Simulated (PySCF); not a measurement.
A structure optimised at B3LYP-D3(BJ)/def2-SVP, used in a PySCF frequency run:

```
Al
O 1 1.6926
C 2 1.3999 1 138.78
H 3 1.1047 2 110.36 1 -120.64
H 3 1.1047 4 107.53 2 120.43
H 3 1.1060 4 107.94 5 116.23
C 1 1.9369 2 121.12 3 180.00
H 7 1.1011 1 111.37 2 0.00
H 7 1.1028 8 108.45 1 122.14
H 7 1.1028 8 108.45 9 115.72
Br 1 2.2761 2 117.07 3 0.00
```

Write its SMILES, formula and point group.

C[O][Al]([CH3])[Br], C2H6AlBrO, Cs

What are its rotational constants (standard atomic weights)?

2.7745, 1.5412, 1.0033 GHz
